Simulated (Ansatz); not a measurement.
Reaction (redistribution): `[SH][GeH]` + `SB(S)S` → `[SH][Ge][SH]` + `SBS`

Isolated molecules relaxed with PBE0-D4/def2-TZVP in Ansatz; ΔE leaves out vibrations. CCSD(T)/CBS is the MP2 limit (def2-TZVPP, def2-QZVPP) plus CCSD(T) − MP2 in def2-TZVPP, frozen cores. Functionals use def2-TZVPP. B3LYP here is the variant with VWN-RPA as its local correlation; programs differ in this. For Ge outer-core shells are correlated without core-valence functions, which leaves a few kJ/mol of doubt a bond. Scalar relativity is left out up to krypton. One conformer a species, not always the lowest.

```json
{"level": "PBE-D4", "ΔE (kJ/mol)": "-57.6", "difference from CCSD(T)/CBS": "-2.3"}
{"level": "B3LYP-D4", "ΔE (kJ/mol)": "-58.8", "difference from CCSD(T)/CBS": "-3.5"}
{"level": "ωB97M-V", "ΔE (kJ/mol)": "-53.6", "difference from CCSD(T)/CBS": "1.7"}
{"level": "PBE", "ΔE (kJ/mol)": "-59.6", "difference from CCSD(T)/CBS": "-4.3"}
{"level": "PBE0", "ΔE (kJ/mol)": "-56.6", "difference from CCSD(T)/CBS": "-1.3"}
{"level": "B3LYP", "ΔE (kJ/mol)": "-61.9", "difference from CCSD(T)/CBS": "-6.6"}
{"level": "HF/def2-TZVPP", "ΔE (kJ/mol)": "-56.1", "difference from CCSD(T)/CBS": "-0.8"}
{"level": "MP2/def2-TZVPP", "ΔE (kJ/mol)": "-53.9", "difference from CCSD(T)/CBS": "1.4"}
{"level": "CCSD(T)/def2-TZVPP", "ΔE (kJ/mol)": "-52.2", "difference from CCSD(T)/CBS": "3.1"}
{"level": "MP2/def2-QZVPP", "ΔE (kJ/mol)": "-55.8", "difference from CCSD(T)/CBS": "-0.5"}
{"level": "CCSD(T)/CBS", "ΔE (kJ/mol)": "-55.3", "difference from CCSD(T)/CBS": "0"}
```

Largest T1 diagnostic among the species: 0.015.

From PBE to PBE0 (25 % exact exchange), in def2-TZVPP and without D4, ΔE moves by +3.0 kJ/mol. The D4 term adds +3.1 kJ/mol with B3LYP and +1.7 kJ/mol with PBE0; it sums over pairs of atoms, weighted by their polarisabilities, and B3LYP, whose exchange is more repulsive, gets the larger term.
